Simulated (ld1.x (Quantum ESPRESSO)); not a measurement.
# cobalt PAW: all-electron and pseudo phase curves

ld1.x (Quantum ESPRESSO) 7.5 input, shortened:

```
&input
   title='Co', zed=27., rel=1, dft='PZ', iswitch=3,
   config='[Ar] 3d7 4s1.5 4p0.5'
 /
 &inputp
   pseudotype=3, lpaw=.true., tm=.true., lloc=-1, rcloc=0.95,
   nlcc=.true., new_core_ps=.true.,
   which_augfun='PSQ', rmatch_augfun_nc=.true.
 /
6
3S  1  0   2.00   0.00  1.05  1.30  0.0
4S  2  0   1.50   0.00  1.05  1.30  0.0
3P  2  1   6.00   0.00  1.15  1.20  0.0
4P  3  1   0.50   0.00  1.15  1.20  0.0
3D  3  2   7.00   0.00  1.50  1.80  0.0
3D  3  2   0.00   2.80  1.50  1.80  0.0
 &test
   configts(1)='3s2 3p6 3d7 4s1.5 4p0.5'
 /
```

The phase is arctan(r·u′/u) with u = r·R(r), unwrapped; energies in Ry, scanned from -10 to 5 Ry. A pole is an energy at which the radial function vanishes at the test radius. The pseudo phase is shifted by a multiple of π to meet the all-electron one at the reference energy, and phase errors are pseudo minus all-electron; the curves can meet again beyond the range given. Levels narrower than the energy grid can be missing from the lists of poles.

For each channel, where are the poles, and over which energies does the pseudopotential scatter like the atom?

```json
{"channel": "s", "radius (bohr)": "1.96", "reference energy (Ry)": "-0.46", "poles, all-electron": "-7.50, 4.68", "poles, pseudo": "-7.50, 4.70", "unbroken range about the reference energy with phases within 0.05 rad": "the whole range", "phase error 1 Ry above the reference energy (rad)": "+0.000"}
{"channel": "p", "radius (bohr)": "1.96", "reference energy (Ry)": "-0.14", "poles, all-electron": "-4.77", "poles, pseudo": "-4.77", "unbroken range about the reference energy with phases within 0.05 rad": "the whole range", "phase error 1 Ry above the reference energy (rad)": "+0.000"}
{"channel": "d", "radius (bohr)": "1.96", "reference energy (Ry)": "-0.69", "poles, all-electron": "-0.30", "poles, pseudo": "-0.30", "unbroken range about the reference energy with phases within 0.05 rad": "the whole range", "phase error 1 Ry above the reference energy (rad)": "-0.001"}
```

The ghost test of this file was not conclusive. Its overlap operator is not positive definite in a basis up to 400 Ry (lowest eigenvalue p -0.27), so the file is unfit for use: the generalised eigenproblem breaks down once the basis is large enough, and its test numbers describe a broken file.

Phases in the d channel:

```
E (Ry)  all-electron  pseudo
-10.00         1.411   1.410
 -9.76         1.409   1.408
 -9.52         1.407   1.406
 -9.28         1.405   1.404
 -9.04         1.402   1.402
 -8.80         1.400   1.400
 -8.56         1.398   1.397
 -8.32         1.395   1.395
 -8.08         1.393   1.392
 -7.84         1.390   1.390
 -7.60         1.387   1.387
 -7.36         1.384   1.384
 -7.12         1.381   1.381
 -6.88         1.378   1.377
 -6.64         1.375   1.374
 -6.40         1.371   1.370
 -6.16         1.367   1.366
 -5.92         1.363   1.362
 -5.68         1.358   1.358
 -5.44         1.354   1.353
 -5.20         1.349   1.348
 -4.96         1.343   1.343
 -4.72         1.337   1.337
 -4.48         1.331   1.330
 -4.24         1.324   1.323
 -4.00         1.316   1.315
 -3.76         1.307   1.306
 -3.52         1.298   1.297
 -3.28         1.286   1.286
 -3.04         1.274   1.272
 -2.80         1.258   1.257
 -2.56         1.240   1.239
 -2.32         1.217   1.216
 -2.08         1.187   1.186
 -1.84         1.146   1.145
 -1.60         1.083   1.081
 -1.36         0.971   0.969
 -1.12         0.710   0.708
 -0.88        -0.135  -0.136
 -0.64        -1.169  -1.169
 -0.40        -1.502  -1.503
 -0.16        -1.639  -1.640
  0.08        -1.718  -1.719
  0.32        -1.774  -1.775
  0.56        -1.821  -1.822
  0.80        -1.864  -1.865
  1.04        -1.907  -1.908
  1.28        -1.953  -1.954
  1.52        -2.006  -2.007
  1.76        -2.068  -2.068
  2.00        -2.144  -2.145
  2.24        -2.242  -2.243
  2.48        -2.373  -2.373
  2.72        -2.550  -2.550
  2.96        -2.791  -2.791
  3.20        -3.094  -3.095
  3.44        -3.421  -3.423
  3.68        -3.712  -3.716
  3.92        -3.938  -3.944
  4.16        -4.104  -4.110
  4.40        -4.225  -4.231
  4.64        -4.315  -4.322
  4.88        -4.384  -4.391
```
